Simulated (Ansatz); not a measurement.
Born–Oppenheimer molecular dynamics of F2Ge2H6O (11 atoms, charge 0, multiplicity 1). It starts at the highest image of a converged band. Of that band: Neighbouring images differ by up to 1.6 eV, so the band resolves the path poorly. A vibrational analysis at the climbing image gives one clearly imaginary mode, 1367i cm⁻¹: a first-order saddle point.

All numbers below come from RKS PBE0/def2-SVP (Ansatz 0.2.0).

```
ensemble                      : NVE (velocity Verlet)
time step                     : 0.5 fs
steps asked                   : 200
starting velocities drawn for : 300 K
seed                          : 2953
```

First frame:

```xyz
11
Properties=species:S:1:pos:R:3
Ge 0.050 -0.542 0.041
H -0.694 -0.835 1.716
F 1.306 -0.576 -1.195
F -0.153 1.170 0.185
Ge -1.612 -1.850 -1.148
H -2.893 -1.945 -0.306
H -1.883 -1.183 -2.503
H -1.018 -3.252 -1.364
O 1.344 -1.100 1.363
H 2.070 -1.726 1.217
H 0.317 -1.164 1.921
```

How far do the bonds stretch over the last three quarters of this one trajectory? (Pairs bonded in most of those frames.)


| bond | mean (Å) | spread (Å) | shortest | longest |
| --- | --- | --- | --- | --- |
| Ge1–F3 | 1.739 | 0.022 | 1.71 | 1.78 |
| Ge1–F4 | 1.734 | 0.017 | 1.70 | 1.76 |
| Ge1–Ge5 | 2.404 | 0.013 | 2.38 | 2.43 |
| Ge1–O9 | 1.763 | 0.113 | 1.61 | 1.95 |
| H2–H11 | 0.766 | 0.041 | 0.71 | 0.83 |
| Ge5–H6 | 1.538 | 0.021 | 1.50 | 1.58 |
| Ge5–H7 | 1.540 | 0.033 | 1.49 | 1.60 |
| Ge5–H8 | 1.538 | 0.013 | 1.51 | 1.56 |
| O9–H10 | 0.972 | 0.008 | 0.95 | 0.99 |

Mean temperature of the second half: 1230 K. The conserved energy stayed within 0.18 meV per atom of its start (net change -0.013 meV per atom), so the integration is sound. The kinetic energy rose, since the run started high on the potential surface and went downhill. It ends in pieces (F2Ge2H4O + H2), so much of that is their flight and rotation, not heat. A run of 0.1 ps of so small a system gives no equilibrium averages. The orbitals stay closed-shell, which can raise the energy where a bond breaks towards radicals; this wasn't checked here.

Time of the run: 8.2 min on 4 threads of Arm Neoverse V2, with other jobs on the host, peak memory 0.41 GiB.
